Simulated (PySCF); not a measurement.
Species: trimethylgallium, C3H9Ga.
Numbering: `[CH3:1][Ga:2]([CH3:3])[CH3:4]` (hydrogens: H5, H6, H7 on C1; H8, H9, H10 on C3; H11, H12, H13 on C4)

Geometry (PBE0-D3(BJ)/def2-SVP, Å), atoms numbered from 1 in this order:
```
atom  x, y, z in Å
C1    -0.664    1.829    0.249
Ga2   -0.009   -0.028    0.085
C3     1.931   -0.358    0.263
C4    -1.277   -1.502   -0.259
H5    -0.265    2.445   -0.575
H6    -0.300    2.287    1.184
H7    -1.761    1.905    0.230
H8     2.507    0.323   -0.384
H9     2.214   -1.393    0.023
H10    2.251   -0.150    1.298
H11   -1.666   -1.423   -1.289
H12   -0.820   -2.497   -0.148
H13   -2.150   -1.437    0.410
```

The calculation used core-valence-separated Tamm–Dancoff BHandHLYP/aug-pcX-1 (pcseg-1 on H, def2-SVPD on Ga) in PySCF, non-relativistic, gas phase, PBE0-D3(BJ)/def2-SVP geometry.

Computed carbon K-edge spectrum, Gaussian lines of 0.3 eV full width, highest printed point 100; it ends one width below the last computed root. The energies are unshifted.

(photon energy (eV), absorption): (283.7, 0), (283.8, 0), (283.9, 1), (284.0, 2), (284.1, 3), (284.2, 2), (284.3, 1), (284.4, 1), (284.5, 1), (284.6, 0), (284.7, 0), (284.8, 0), (284.9, 0), (285.0, 0), (285.1, 0), (285.2, 0), (285.3, 1), (285.4, 9), (285.5, 35), (285.6, 76), (285.7, 100), (285.8, 80), (285.9, 38), (286.0, 11), (286.1, 2), (286.2, 0)

Q: Assign the maxima to core holes.

A: 2 maxima:
- 284.1 eV: C3/C4 (methyl carbon), 284.10 eV, f = 0.005, sum of 2, 68 % of the height at the exact maximum; C1 (methyl carbon), 284.13 eV, f = 0.002, 31 % of the height at the exact maximum
- 285.7 eV: C1/C3/C4 (methyl carbon), 285.71 eV, f = 0.083, sum of 3, 37 % of the height at the exact maximum; C1/C3/C4 (methyl carbon), 285.63 eV, f = 0.084, sum of 3, 32 % of the height at the exact maximum; C1/C3 (methyl carbon), 285.76 eV, f = 0.053, sum of 2, 21 % of the height at the exact maximum

Further lines of some strength in the range: C4, 285.79 eV, f = 0.028.

Roots within 0.03 eV on the same or equivalent atoms count as one line; shares under 12 % aren't listed.

Vibrational structure and lifetime widths aren't in the curve. The ionisation threshold wasn't computed; near and above it a finite basis only mimics Rydberg series and continuum. The BHandHLYP/aug-pcX-1 (pcseg-1 on H, def2-SVPD on Ga) calculation is non-relativistic and has no spin–orbit coupling, an omission that weighs most on gallium.
